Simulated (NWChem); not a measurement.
Correlation energy of HGe

```
Ge
H 1 1.6043
```
Charge 0, spin multiplicity 2.

All runs are NWChem calculations. All single points use one geometry, from UPBE0/def2-SVP, a minimum by its harmonic frequencies.

Basis set: def2-SVP. Each correlation energy counts from its own Hartree-Fock reference.

The Hamiltonian is non-relativistic. The correlated methods keep 9 core orbitals frozen. This spin state was chosen for the runs; another may lie lower. The structure started from a generated list of species. The unpaired electrons of the parent sit in orbitals of symmetry b2 (C2v labels of the run); other states weren't searched. The stability of the SCF solutions was not checked. Open-shell Hartree-Fock references start from PBE0 orbitals. No row is a measurement; the coupled-cluster row has its own basis-set and correlation limits.

Q: For the correlation energy, UMP2 gives -192.7 mHa and SCS-UMP2 gives -182.7 mHa. What do CCSD on UHF, CCSD[T] on UHF, CCSD(T) on UHF give?

A: CCSD on UHF: -203.2 mHa; CCSD[T] on UHF: -209.1 mHa; CCSD(T) on UHF: -208.4 mHa.
